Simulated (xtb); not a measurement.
xtb input (GFN2-xTB):

```bash
xtb mol.xyz --gfn 2 --ohess tight --chrg -1 --uhf 0
```
mol.xyz:
```
8

Si     0.19795739     0.56247053    -0.16608740
Cl     0.12566778     1.69030599    -1.88825984
Cl     0.23857098     1.83641560     1.52639706
N      1.65597005    -0.47935556    -0.15273391
N     -1.27083309    -0.47607663    -0.05115617
H      1.58211918    -1.07165158     0.68728418
H     -1.26761728    -1.12886498    -0.90779957
H     -1.21691932    -1.06132719     0.82541104
```

Output:

```
           -------------------------------------------------
          |                Calculation Setup                |
           -------------------------------------------------

           -------------------------------------------------
          |                 G F N 2 - x T B                 |
           -------------------------------------------------

        Reference                      10.1021/acs.jctc.8b01176
      * Hamiltonian:
        H0-scaling (s, p, d)           1.850000    2.230000    2.230000
        zeta-weighting                 0.500000
      * Dispersion:
        s8                             2.700000
        a1                             0.520000
        a2                             5.000000
        s9                             5.000000
      * Repulsion:
        kExp                           1.500000    1.000000
        rExp                           1.000000
      * Coulomb:
        alpha                          2.000000
        third order                    shell-resolved
        anisotropic                    true
        a3                             3.000000
        a5                             4.000000
        cn-shift                       1.200000
        cn-exp                         4.000000
        max-rad                        5.000000

          ...................................................
          :                      SETUP                      :
          :.................................................:
          :  # basis functions                  41          :
          :  # atomic orbitals                  38          :
          :  # shells                           16          :
          :  # electrons                        32          :
          :  max. iterations                   250          :
          :  Hamiltonian                  GFN2-xTB          :
          :  restarted?                      false          :
          :  GBSA solvation                  false          :
          :  PC potential                    false          :
          :  electronic temp.          300.0000000     K    :
          :  accuracy                    1.0000000          :
          :  -> integral cutoff          0.2500000E+02      :
          :  -> integral neglect         0.1000000E-07      :
          :  -> SCF convergence          0.1000000E-05 Eh   :
          :  -> wf. convergence          0.1000000E-03 e    :
          :  Broyden damping             0.4000000          :
          :  net charge                         -1          :
          :  unpaired electrons                  0          :
          ...................................................

 iter      E             dE          RMSdq      gap      omega  full diag
   1    -18.4546056 -0.184546E+02  0.942E+00    5.38       0.0  T
   2    -18.5185225 -0.639169E-01  0.796E+00    3.60       1.0  T
   3    -18.5360979 -0.175754E-01  0.392E+00    4.86       1.0  T
   4    -18.5139452  0.221528E-01  0.337E+00    3.67       1.0  T
   5    -18.5568643 -0.429191E-01  0.110E+00    4.27       1.0  T
   6    -18.5573013 -0.436967E-03  0.263E-01    4.33       1.0  T
[...]

     #   Z          #   Z                                           value/Å
     1  14 Si       2  17 Cl                                      2.0745222 (max)
     1  14 Si       4   7 N                                       1.6341833
     1  14 Si       5   7 N                                       1.7602242
     5   7 N        7   1 H                                       1.0080321 (min)
Molecule has no symmetry elements
It seems to be the C1 point group
     5   7 N        8   1 H                                       1.0085392

 * 3 distinct bonds (by element types)

   Z      Z             #   av. dist./Å        max./Å        min./Å
   1 H    7 N           2     1.0082857     1.0085392     1.0080321
   7 N   14 Si          2     1.6972038     1.7602242     1.6341833
  14 Si  17 Cl          1     2.0745222     2.0745222     2.0745222

           -------------------------------------------------
          |               Frequency Printout                |
           -------------------------------------------------
 projected vibrational frequencies (cm⁻¹)
eigval :       -0.00    -0.00    -0.00    -0.00    -0.00     0.00
eigval :       59.65   114.85   170.02   204.34   224.15   238.39
eigval :      272.64   330.33   404.07   597.70   762.82   830.54
eigval :      876.95  1213.88  1551.32  3424.17  3460.94  3494.88
 reduced masses (amu)
   1: 25.66   2: 22.00   3: 27.54   4: 29.15   5: 33.07   6: 26.06   7:  5.28   8: 28.72
   9: 11.53  10: 18.73  11: 20.35  12: 19.88  13: 10.91  14: 27.14  15: 28.68  16:  6.09
  17: 15.38  18:  2.98  19:  4.15  20: 18.93  21:  2.30  22:  1.90  23:  1.54  24:  2.09
 IR intensities (km·mol⁻¹)
   1:  0.52   2:  1.07   3:  4.12   4:  7.07   5:  8.86   6:  5.36   7: 16.97   8:  1.28
   9: 31.80  10: 53.23  11: 13.82  12: 37.14  13: 35.09  14: 80.70  15: 91.46  16:170.88
  17:125.85  18: 41.91  19:284.46  20:259.25  21: 38.49  22: 62.52  23:  8.78  24: 35.72
 Raman intensities (Ä⁴*amu⁻¹)
   1:  0.00   2:  0.00   3:  0.00   4:  0.00   5:  0.00   6:  0.00   7:  0.00   8:  0.00
   9:  0.00  10:  0.00  11:  0.00  12:  0.00  13:  0.00  14:  0.00  15:  0.00  16:  0.00
  17:  0.00  18:  0.00  19:  0.00  20:  0.00  21:  0.00  22:  0.00  23:  0.00  24:  0.00
 output can be read by thermo (or use thermo option).
 writing <g98.out> molden fake output.
 recommended (thermochemical) frequency scaling factor: 1.0
           -------------------------------------------------
          |             Thermodynamic Functions             |
           -------------------------------------------------

c1  symmetry found (for desy threshold:  0.10E+00) used in thermo

          ...................................................
          :                      SETUP                      :
          :.................................................:
          :  # frequencies                          18      :
          :  # imaginary freq.                       0      :
          :  linear?                             false      :
          :  only rotor calc.                    false      :
          :  symmetry                               c1      :
          :  rotational number                       1      :
          :  scaling factor                  1.0000000      :
          :  rotor cutoff                   50.0000000 cm⁻¹ :
          :  imag. cutoff                  -20.0000000 cm⁻¹ :
          :.................................................:

    mode    ω/cm⁻¹     T·S(HO)/kcal·mol⁻¹    T·S(FR)/kcal·mol⁻¹   T·S(vib)
   ------------------------------------------------------------------------
       1     59.65    -1.33231 ( 66.96%)    -1.00392 ( 33.04%)    -1.22379
       2    114.85    -0.94967 ( 96.53%)    -0.81002 (  3.47%)    -0.94483
       3    170.02    -0.72609 ( 99.26%)    -0.69387 (  0.74%)    -0.72585
       4    204.34    -0.62423 ( 99.64%)    -0.63942 (  0.36%)    -0.62429
       5    224.15    -0.57404 ( 99.75%)    -0.61201 (  0.25%)    -0.57413
       6    238.39    -0.54110 ( 99.81%)    -0.59377 (  0.19%)    -0.54120
       7    272.64    -0.47091 ( 99.89%)    -0.55402 (  0.11%)    -0.47100
   ------------------------------------------------------------------------

   temp. (K)  partition function   enthalpy   heat capacity  entropy
                                   cal/mol     cal/K/mol   cal/K/mol   J/K/mol
 298.15  VIB   134.                 3298.109     18.783     20.409
         ROT  0.292E+06              888.752      2.981     27.989
         INT  0.390E+08             4186.861     21.764     48.397
Note: The following floating-point exceptions are signalling: IEEE_UNDERFLOW_FLAG IEEE_DENORMAL
normal termination of xtb
         TR   0.143E+28             1481.254      4.968     40.482
         TOT                        5668.1151    26.7318    88.8798   371.8732

       T/K    H(0)-H(T)+PV         H(T)/Eh          T*S/Eh         G(T)/Eh
   ------------------------------------------------------------------------
    298.15    0.903272E-02    0.505674E-01    0.422297E-01    0.833774E-02
   ------------------------------------------------------------------------

         :::::::::::::::::::::::::::::::::::::::::::::::::::::
         ::                  THERMODYNAMIC                  ::
         :::::::::::::::::::::::::::::::::::::::::::::::::::::
         :: total free energy         -18.517330775516 Eh   ::
         ::.................................................::
         :: total energy              -18.525668518500 Eh   ::
         :: zero point energy           0.041534702602 Eh   ::
         :: G(RRHO) w/o ZPVE           -0.033196959617 Eh   ::
         :: G(RRHO) contrib.            0.008337742985 Eh   ::
         :::::::::::::::::::::::::::::::::::::::::::::::::::::

optimized geometry written to: xtbopt.xyz

           -------------------------------------------------
          | TOTAL ENERGY              -18.525668518500 Eh   |
          | TOTAL ENTHALPY            -18.475101099577 Eh   |
          | TOTAL FREE ENERGY         -18.517330775516 Eh   |
          | GRADIENT NORM               0.000623850455 Eh/α |
          | HOMO-LUMO GAP               5.694107605878 eV   |
           -------------------------------------------------

------------------------------------------------------------------------
------------------------------------------------------------------------
 total:
 SCF:
 ANC optimizer:
 analytical hessian:
```

It need not be the lowest isomer of its formula. Whether it binds its extra electron was not tested at this geometry.
